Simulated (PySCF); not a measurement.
# Bond lengths and vibrations by method: Cl2FSi

Calculated results; nothing here was measured. They come from PySCF 2.14.0, an open-source quantum chemistry program, on an isolated molecule that a program drew, which may never have been made. The molecule is Cl2FSi (charge 0, doublet), drawn as the SMILES string `F[Si](Cl)Cl`.

The geometry was optimised and harmonic frequencies were computed with HF and MP2, all in the cc-pV(D+d)Z basis, for the commonest isotopes, with a restricted reference for singlets and an unrestricted one otherwise, and a frozen core in MP2. Each result is a local minimum of its method.

Geometry at the HF minimum:
```xyz
4
Cl2FSi, angstrom
F    -3.0027    1.0064    0.5440
Si   -3.0116    0.9547    2.1436
Cl   -2.3650   -0.9006    2.7085
Cl   -1.7364    2.4027    2.8190
```

Lengths of the bonds as drawn, in Å (atoms numbered as above):
| bond | HF | MP2 |
|---|---|---|
| F1-Si2 | 1.600 | 1.623 |
| Si2-Cl3 | 2.044 | 2.048 |
| Si2-Cl4 | 2.044 | 2.048 |

Rotational constants, in GHz:
| constant | HF | MP2 |
|---|---|---|
| A | 4.991 | 4.864 |
| B | 2.449 | 2.446 |
| C | 1.738 | 1.719 |

Harmonic frequencies in cm^-1, each column in rising order, so a row needn't be the same motion in every method:
| rank | HF | MP2 |
|---|---|---|
| 1 | 183 | 174 |
| 2 | 247 | 232 |
| 3 | 309 | 294 |
| 4 | 537 | ? |
| 5 | 624 | 617 |
| 6 | 922 | 885 |

**Estimate the missing MP2 frequency from the HF column.**

A single factor s that minimises the squared misfit of MP2 against s times HF over the other rows is sum(HF x MP2) / sum(HF^2) = 0.9661, with an rms misfit of 8 cm^-1. For rank 4 it gives 0.9661 x 537 = 519 cm^-1. The calculation gives 525 cm^-1, 6 cm^-1 above the estimate. The drawn bonds are on average 0.6 % longer in MP2 than in HF.
